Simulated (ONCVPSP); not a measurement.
# Zn (Z = 30), ONCV: configuration errors across variants

- Element: zinc (Zn)
- Generator: ONCVPSP 4.0.1
- Type: optimised norm-conserving Vanderbilt (ONCV)
- Functional: PBE
- Relativity: scalar-relativistic
- Frozen core: [Ar]
- Valence charge: 12
- Reference configuration: 3d10 4s1 4p1
- Partial waves: 4s: rc 2.15 bohr, ncon 4, nbas 7, qcut 3.1 1/bohr, 2 projectors, debl 0.5 Ha; 4p: rc 3.20 bohr, ncon 4, nbas 8, qcut 3 1/bohr, 2 projectors, debl 1 Ha; 3d: rc 1.20 bohr, ncon 4, nbas 8, qcut 13.7 1/bohr, 2 projectors, debl 2.3 Ha; f scattering state at 0.03 Ha: rc 2.85 bohr, ncon 3, nbas 7, qcut 3.6 1/bohr, 2 projectors, debl 0.5 Ha
- Local potential: polynomial inside 0.90 bohr (lpopt 5, dvloc0 0 Ha)
- Core correction: Teter function, fcfact 5, rcfact 1.35

All-electron excitation energies from the reference (eV): (1) 3d10 4s2 4p0 -5.087; (2) 3d10 4s1 4p0 4.802; (3) 3d10 4s0 4p0 23.245; (4) 3d9 4s2 4p1 7.157.

A true bound ghost makes a file unfit for plane-wave use even where its test errors are small: the radial tests pick states by their node count and pass the ghost by.

Errors AE − PS in meV (a dash: test not solved or not reliable):

```tsv
change	(1)	(2)	(3)	(4)	bound ghosts	GHOST(+) flags above zero
base	+6.5	-1.6	+14	-116	s	p, f
local potential polynomial inside 0.90 bohr (lpopt 5, dvloc0 -2 Ha)	+6.5	-1.6	+14	-113	s, f	p
local potential polynomial inside 0.90 bohr (lpopt 5, dvloc0 -0.5 Ha)	+6.5	-1.6	+14	-115	s	p, f
local potential polynomial inside 0.90 bohr (lpopt 5, dvloc0 1 Ha)	+6.5	-1.6	+14	-117	s	p, f
local potential polynomial inside 0.90 bohr (lpopt 5, dvloc0 4.5 Ha)	+6.4	-1.7	+14	-127	s	p, f
local potential polynomial inside 0.90 bohr (lpopt 5, dvloc0 6 Ha)	+6.7	-1.5	+15	-17	none	s, p, f
local potential polynomial inside 0.90 bohr (lpopt 5, dvloc0 8 Ha)	+6.6	-1.6	+14	-106	none	s, f
local potential polynomial inside 0.90 bohr (lpopt 5, dvloc0 9.5 Ha)	+6.6	-1.6	+14	-110	none	s, f
```

**Question.** Give the same row for: local potential polynomial inside 0.90 bohr (lpopt 5, dvloc0 2.5 Ha).

**Answer.** +6.5, -1.6, +14, -119; bound ghosts: s; GHOST(+) flags above zero: p, f.
